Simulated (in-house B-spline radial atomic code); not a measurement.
Results of a calculation; reference values are marked as such.
**Stopping and range of 20 keV Ti in Si**

The pair potential comes from two frozen, spherical free-atom densities (PBE, B-spline radial code, scalar-relativistic past argon): electrostatics plus the change in Thomas-Fermi kinetic and Dirac exchange energy where they overlap, the recipe behind the universal ZBL potential, which averages such potentials (from solid-state densities) over many pairs. It is written V = (Z1 Z2 e²/r) φ(r/a), with e² = 14.3996 eV·Å and a = 0.46850 Å/(Z1^0.23 + Z2^0.23); ZBL's fit is φ = 0.18175 e^(−3.1998x) + 0.50986 e^(−0.94229x) + 0.28022 e^(−0.4029x) + 0.02817 e^(−0.20162x). Where φ falls below 4e-4 it is continued as an exponential.

The target is taken as amorphous, with density 2.329 g/cm³ (NSM archive of the Ioffe Institute); channelling is ignored. Masses: Ti 47.87, Si 28.09 u. Nuclear stopping is S_n = 4π a Z1 Z2 e² M1/(M1 + M2) × s_n(ε), with s_n integrated over impact parameters for each pair. Electronic stopping is Lindhard and Scharff's S_e = Z1^(1/6) 8π e² a0 Z1 Z2/(Z1^(2/3) + Z2^(2/3))^(3/2) × v/v0, with a0 = 0.529177 Å and v = v0 at 24.801 keV/u; it misses the oscillations with Z1 seen in experiment, which reach tens of per cent. Compounds add by atom fraction.

| target atom | a (Å) | ε at this energy | s_n, this pair | s_n, ZBL potential |
| --- | --- | --- | --- | --- |
| Si | 0.12103 | 0.2018 | 0.3753 | 0.3453 |

**Question.** What are the atom density and the stopping powers at entry?

**Answer.** N = 2.329 × 0.602214/28.09 = 0.04993 atoms/Å³. For Si: S_n = 4251 × 0.3753 = 1596 eV·Å², S_e = 1.7948 × √20000 = 253.8 eV·Å². Averaged over the target's atoms and times N × 10 Å/nm, the ion loses N S_n = 797 eV/nm to recoils and N S_e = 127 eV/nm to electrons; the nuclear share is 86 %.

Along the track:

```tsv
E (keV)	N S_n (eV/nm)	N S_e (eV/nm)
1	389	28.3
3	563	49.1
6	671	69.4
10	739	89.6
15	779	110
20	797	127
```

**Question.** Estimate the path length and the projected range.

**Answer.** With continuous slowing down the path is the integral of dE/(N (S_n + S_e)). Trapezoids over the table give 25 nm, and the stretch below the first row, with stopping taken as √E, adds 2E/(N S) = 4.8 nm: 29.8 nm in all, against 29 nm on a fine grid from 5 eV. Deflections shorten the depth: to first order in the energy passed on, N (S_n + S_e) dR_p/dE = 1 − N S_n (M2/M1) R_p/(2E), summed over the target's atoms, and integrating this on the fine grid gives R_p = 20.8 nm, 0.72 of the path. Lindhard's rule of thumb R/(1 + M2/3M1), with mean M2/M1 = 0.59, gives 24.3 nm. On the ZBL potential the same equation gives 22.6 nm, and the full integral equation, which keeps hard collisions, 23.6 nm.
